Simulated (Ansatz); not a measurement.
Cost and result for the atomization energy of CH7AlOSi2 (`[AlH2][CH]1O[SiH2][SiH2]1`) (12 atoms, 12 bonds).

Cartesian coordinates in Å:
```
Al 0.898 2.018 -0.468
C -0.413 0.697 0.132
O -0.132 0.118 1.447
Si -0.263 -1.537 1.253
Si -0.332 -0.889 -0.973
H 0.505 2.877 -1.746
H 2.327 2.117 0.210
H -1.441 1.083 0.102
H -1.510 -2.097 1.848
H 0.893 -2.259 1.850
H 0.936 -0.984 -1.758
H -1.468 -1.143 -1.898
```

The species carries charge 0 and has multiplicity 1. The geometry is a stationary point of PBE0-D4/def2-TZVP. Program: Ansatz. All runs use 4 threads of an Intel Xeon 6975P-C on a shared host. Times are those of one run each, without the atoms' runs, and a repeat can differ threefold. Electronic energies, without spin–orbit coupling; frozen cores. CCSD(T)/CBS adds CCSD(T) − MP2 in def2-TZVPP to the MP2 limit, and its time is that of the two runs behind it. T1 = 0.014. B3LYP takes the VWN-RPA correlation (the form of Gaussian; ORCA's B3LYP/G).

CCSD(T)/CBS is a level of theory with its own doubt, some kJ/mol a heavy atom from the limit and from the frozen cores, so smaller differences don't rank the functionals.

| level | functions | wall time |
| --- | --- | --- |
| PBE-D4/def2-TZVPP (with forces) | 286 | 1.9 s |
| PBE0-D4/def2-TZVPP | 286 | 2.5 s |
| r2SCAN-D4/def2-TZVPP (with forces) | 286 | 3.2 s |
| B3LYP-D4/def2-TZVPP (with forces) | 286 | 3.8 s |
| B2PLYP/def2-TZVPP | 286 | 4.2 s |
| ωB97X-V/def2-TZVPP | 286 | 5.5 s |
| ωB97M-V/def2-TZVPP (with forces) | 286 | 7.5 s |
| MP2/def2-QZVPP | 534 | 17 s |
| CCSD(T)/def2-TZVPP | 286 | 51 s |
| CCSD(T)/CBS(def2) | – | 68 s |

Question: What atomization energy does each give, and how far from CCSD(T)/CBS? (Best estimate.)

Answer: The calculation gave: 
```
                             level  atomization (kcal/mol)  difference from CCSD(T)/CBS  per bond
   PBE-D4/def2-TZVPP (with forces)                   915.3                          1.1       0.1
                PBE0-D4/def2-TZVPP                   904.9                         -9.3      -0.8
r2SCAN-D4/def2-TZVPP (with forces)                   914.8                          0.6       0.1
 B3LYP-D4/def2-TZVPP (with forces)                   909.2                         -5.0      -0.4
                 B2PLYP/def2-TZVPP                   897.5                        -16.7      -1.4
                ωB97X-V/def2-TZVPP                   920.8                          6.6       0.6
  ωB97M-V/def2-TZVPP (with forces)                   914.8                          0.6       0.1
                    MP2/def2-QZVPP                   911.2                         -3.0      -0.2
                CCSD(T)/def2-TZVPP                   887.8                        -26.4      -2.2
                 CCSD(T)/CBS(def2)                   914.2                          0.0       0.0
```

From PBE to PBE0 (25 % exact exchange), in def2-TZVPP and without D4, the atomization energy moves by −9.3 kcal/mol: exact exchange takes away binding that semilocal exchange gives to molecules. The D4 term adds +12.1 kcal/mol with B3LYP and +6.4 kcal/mol with PBE0; it sums over pairs of atoms, weighted by their polarisabilities, and B3LYP, whose exchange is more repulsive, gets the larger term. In def2-TZVPP, CCSD(T) changes the Hartree–Fock value by +224.0 kcal/mol (the triples alone add +12.9 kcal/mol) and MP2 by +231.6 kcal/mol; breaking electron pairs costs correlation energy, which Hartree–Fock lacks.
